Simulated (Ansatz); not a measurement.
Species: SiNH4S, charge 0, doublet. SiNH4S (SMILES N[SiH2][S], doublet).
B3LYP-D3(BJ)/def2-TZVP minimum from Ansatz (an electronic-structure program):
```
Si
N 1 1.7137
H 2 1.0087 1 120.03
H 2 1.0088 3 110.72 1 147.24
H 1 1.4798 2 107.20 3 -45.34
H 1 1.4805 5 113.06 2 118.62
S 1 2.1426 5 105.12 6 112.63
```
Charge 0, spin multiplicity 2.

Total energies in cc-pV(D+d)Z, 19 correlated electrons, 11 frozen orbitals. Open shells are spin-unrestricted; no spin-orbit coupling. Cores are frozen in correlated methods. No relativity.

```
method    program  energy (Eh)  minus CCSDT(Q) (mEh)
--------  -------  -----------  --------------------
HF         Ansatz   -743.28734                435.23
MP2        Ansatz   -743.66459                 57.98
CCSD       Ansatz   -743.70998                 12.59
CCSD(T)    Ansatz   -743.72057                  2.00
CCSDT(Q)   Ansatz   -743.72257                  0.00
```

Rough core times of Ansatz's runs on a shared machine: CCSD(T) 70 s, CCSDT(Q) 50 min.
